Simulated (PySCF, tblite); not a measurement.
Isomers of C3H7F2OSi (doublet state), one GFN2-xTB conformer each. Single-point energies are computed at B3LYP/pcH-1 (PySCF, gas phase, no added dispersion term), electronic only. GFN2-xTB treats the open shell by occupation alone, and not every SCF solution was tested for stability.

| SMILES | GFN2-xTB relative energy (kcal/mol) |
| --- | --- |
| [CH2]CO[SiH2]C(F)F | 12.5 |
| C[CH]O[SiH2]C(F)F | 0.0 |

Conformers: `[CH2:1][CH2:2][O:3][SiH2:4][CH:5]([F:6])[F:7]` (doublet state) with H–C1–C2–O3 -178° and 7°, C1–C2–O3–Si4 55°, C2–O3–Si4–C5 174°, O3–Si4–C5–F6 155°; `[CH3:1][CH:2][O:3][SiH2:4][CH:5]([F:6])[F:7]` (doublet state) with C1–C2–O3–Si4 -9°, C2–O3–Si4–C5 -178°, O3–Si4–C5–F6 91°.

Task: What does B3LYP/pcH-1 give for the same structures?

Result: 
| SMILES | B3LYP/pcH-1 E (Eh) | B3LYP/pcH-1 (kcal/mol) | GFN2-xTB (kcal/mol) | point group |
| --- | --- | --- | --- | --- |
| C[CH]O[SiH2]C(F)F | -682.92834 | 0.0 | 0.0 | C1 |
| [CH2]CO[SiH2]C(F)F | -682.91655 | 7.4 | 12.5 | C1 |

Both levels put the same isomer lowest. 

Task: What happens when harmonic zero-point energies from GFN2-xTB frequencies are added?

Result: 
```json
{"SMILES": "C[CH]O[SiH2]C(F)F", "ZPE (kcal/mol)": "57.9", "electronic (kcal/mol)": "0.0", "with ZPE (kcal/mol)": "0.0"}
{"SMILES": "[CH2]CO[SiH2]C(F)F", "ZPE (kcal/mol)": "57.1", "electronic (kcal/mol)": "7.4", "with ZPE (kcal/mol)": "6.6"}
```

The zero-point energies span 0.8 kcal/mol. The order is unchanged.
